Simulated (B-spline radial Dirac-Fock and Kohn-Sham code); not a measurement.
Spin-orbit splitting of the 3p hole in neutral atoms, Ga to La. Model: Dirac-Fock energy differences between relaxed states, corrected for Breit and QED terms. Program: an atomic code on a B-spline grid.

| Z | element | 3p1/2 (eV) | 3p3/2 (eV) | splitting (eV) |
| --- | --- | --- | --- | --- |
| 31 | Ga | 117.8 | 114.2 | 3.602 |
| 32 | Ge | 136.8 | 132.5 | 4.260 |
| 36 | Kr | 225.0 | 217.0 | 7.996 |
| 37 | Rb | 257.3 | 248.0 | 9.231 |
| 38 | Sr | 291.3 | 280.7 | 10.61 |
| 40 | Zr | 356.5 | 342.6 | 13.84 |
| 41 | Nb | 386.6 | 370.9 | 15.70 |
| 42 | Mo | 421.4 | 403.7 | 17.75 |
| 43 | Tc | 461.8 | 441.8 | 20.01 |
| 44 | Ru | 494.5 | 472.0 | 22.47 |
| 45 | Rh | 532.9 | 507.7 | 25.16 |
| 46 | Pd | 567.6 | 539.5 | 28.09 |
| 47 | Ag | 613.5 | 582.2 | 31.27 |
| 48 | Cd | 661.8 | 627.0 | 34.72 |
| 49 | In | 713.8 | 675.3 | 38.47 |
| 50 | Sn | 767.9 | 725.3 | 42.52 |
| 51 | Sb | 824.0 | 777.2 | 46.85 |
| 52 | Te | 882.4 | 830.8 | 51.64 |
| 53 | I | 942.9 | 886.2 | 56.70 |
| 54 | Xe | 1005.5 | 943.3 | 62.18 |
| 55 | Cs | 1075.9 | 1007.9 | 68.06 |
| 56 | Ba | 1148.9 | 1074.5 | 74.37 |
| 57 | La | 1221.6 | 1140.5 | 81.13 |

Q: How does the splitting scale with Z?

A: A power law fitted over this range goes as Z^5.09. A fit of the fourth root gives (Z − 9.1)⁴, with a largest misfit of 2.7 %.

Values without a named source are computed, but for edge energies of neutral atoms, which are taken from tables.
